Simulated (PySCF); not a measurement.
Compound: 4-cyanopyridine, C6H4N2.
Bonds: N1–C2 (triple), C2–C3, C3–C4 (aromatic), C4–C5 (aromatic), C5–N6 (aromatic), N6–C7 (aromatic), C7–C8 (aromatic), C3–C8 (aromatic). Hydrogens: H9 on C4; H10 on C5; H11 on C7; H12 on C8.

Level: wB97X-D/pcSseg-2 in PySCF, non-relativistic, on one gas-phase PBE0-D3(BJ)/def2-TZVP geometry that isn't relaxed in the solvent. The solvent is an IEF-PCM continuum (Bondi radii, 1.10 Å for H, scaled by 1.2). Specific hydrogen bonds and non-electrostatic terms are outside this model.

Gas phase at wB97X-D/pcSseg-2: HOMO -10.08 eV, LUMO -0.52 eV, dipole 2.06 D.

Task: What does the continuum do to the energy, the frontier levels and the dipole at wB97X-D/pcSseg-2 in chloroform?

Result: 
| solvent | ε | E(solvent) − E(gas) (kcal/mol) | polarisation term (kcal/mol) | distortion of the solute (kcal/mol) | HOMO (eV) | LUMO (eV) | dipole (D) |
| --- | --- | --- | --- | --- | --- | --- | --- |
| chloroform | 4.711 | -5.47 | -6.26 | 0.79 | -9.95 | -0.39 | 2.40 |

The first energy column is the sum of the next two and covers electrostatics alone.

Task: Which radius a makes the point-dipole formula ΔE = −[(ε − 1)/(2ε + 1)]·μ²/a³ give the value in chloroform, with the gas-phase dipole?

Result: μ = 0.811 au and |ΔE| = 0.00871 Eh give a = 1.59 Å; the farthest nucleus lies 3.42 Å from the centroid of the nuclei, so such a sphere wouldn't even hold the nuclei. The formula assumes a rigid point dipole at the centre of a sphere.

The pairwise dispersion term of wB97X-D wasn't added to the energies; at a given geometry it leaves orbitals and properties as they are.
